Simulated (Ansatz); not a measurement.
Coupled-cluster diagnostics for SnEtH3 (C2H8Sn), Ansatz.

Geometry of the singlet (PBE0-D4/def2-SVP):

```xyz
11

Sn    0.560    1.498   -0.275
C     0.282   -0.644   -0.385
C    -0.793   -1.171    0.555
H     1.260   -1.106   -0.172
H     0.046   -0.883   -1.435
H    -0.906   -2.264    0.469
H    -0.559   -0.952    1.610
H    -1.778   -0.726    0.343
H     0.926    1.951    1.341
H    -0.882    2.298   -0.753
H     1.843    2.000   -1.300
```

In the def2 sets Sn takes a core potential; there is no spin–orbit coupling. Correlated methods freeze 6 core orbitals; core or outer-core shells of Sn are correlated, in sets that lack core-valence functions.

Estimate the CCSD(T) correlation energy, the shares of MP2 and (T), T1 and the reference's ⟨S²⟩ for: charge 0, singlet, own geometry in def2-TZVPP; and the rough time on 4 threads of Arm Neoverse V2 on a shared host.


| state | basis | correlation (eV) | MP2 share (%) | (T) share (%) | T1 | ⟨S²⟩ (pure) | wall time |
| --- | --- | --- | --- | --- | --- | --- | --- |
| charge 0, singlet, own geometry | def2-TZVPP | -20.761 | 92.2 | 3.2 | 0.012 | 0.00 (0.00) | 3.8 min |
Customary marks for T1 are 0.02 (closed shells), 0.045 (open shells) and about 0.05 (3d metals). T1 stays under 0.02 throughout.
